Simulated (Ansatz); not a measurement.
The first iterations of a band of AlFH2 + BrH (6 atoms, charge 0, multiplicity 1).

Level of theory: RHF/def2-SVP in Ansatz 0.2.0.

- movable images: 5
- climbing image: yes
- spring: 5.0 eV/Å²
- optimiser: quadratic models (default)
- start path: straight line
- force threshold: 0.03 eV/Å
- iteration limit: 60
- end points: relaxed

Initial state:

```xyz
6
Properties=species:S:1:pos:R:3
Al 0.000 0.169 -0.042
F 0.002 0.492 1.594
H 1.388 0.201 -0.772
H -1.397 0.119 -0.753
Br 0.093 -2.715 1.030
H 0.080 -2.025 2.262
```

Final state:

```xyz
6
Properties=species:S:1:pos:R:3
Al 0.018 -0.471 -0.164
F 0.019 -0.024 1.877
H 1.386 0.173 -0.580
H -1.390 0.091 -0.562
Br 0.089 -2.733 0.375
H 0.045 -0.793 2.374
```

| iteration | highest image above the first end (eV) | largest band force component (eV/Å) |
| --- | --- | --- |
| 1 | 2.529 | 3.714 |
| 2 | 1.399 | 2.735 |

Task: Does the band converge within its limit, and where does its top end?

Result: The forces met the threshold. It ended after 8 iterations with the highest image 0.589 eV above the first end. Another band between the same ends (5 images) ends at a top of the same energy, where a vibrational analysis finds 1 clearly imaginary mode. The orbitals stay closed-shell, which can raise the energy where a bond breaks towards radicals; this wasn't checked here.

Run time: 44 s on 1 thread of Arm Neoverse V2, with other jobs on the host, peak memory 0.14 GiB.
